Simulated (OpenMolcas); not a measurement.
An OpenMolcas run meant for Tc²⁺ (ANO-R3, X2C; inactive shells 1s 2s 2p 3s 3p 3d 4s 4p; intended active space 5 electrons in 5 orbitals (4d)). One step of its input:

```
&CASPT2
Multistate=1 1
Frozen=8 6
IPEA=3.0
Imaginary=0.1
MaxIter=60
WThr=0.0 0.3 0.05
PrWF=0.5
NoMix
```

The run finished. Its levels beside those of a sound run (SS-CASPT2, IPEA 0.25 Eh, imaginary shift 0.1 Eh (closed shells correlated: 4s 4p)), in cm-1 above each run's lowest level:

```csv
Level,This run,Usual run
4d5 6S 5/2,0.0,0.0
4d5 4G 7/2,20375,20368
4d5 4G 5/2,20375,20368
4d5 4G 9/2,20375,20368
4d5 4G 11/2,20375,20368
4d5 4P 1/2,23657,23446
4d5 4P 3/2,23657,23446
4d5 4P 5/2,23817,23608
```

Task: Which setting is unsound, and how much does it matter here?

Result: The IPEA shift is far above its usual 0.25 hartree. Against the sound run the excited levels shown move by 94 cm-1 on average and by 210 cm-1 at most.

CASPT2 breaks the degeneracy within a term, and the mean is taken; among the terms shown or strongly mixed into the levels shown the widest spread is 650 cm-1 (4d5 4G, this run). Some high roots are left out of the spin-orbit mixing, which shifts the levels that they would mix with. Levels of configurations with an s electron are missing; early in the row they begin among the upper levels of the d shell and mix with terms of their name. Levels of configurations outside the active space are missing.
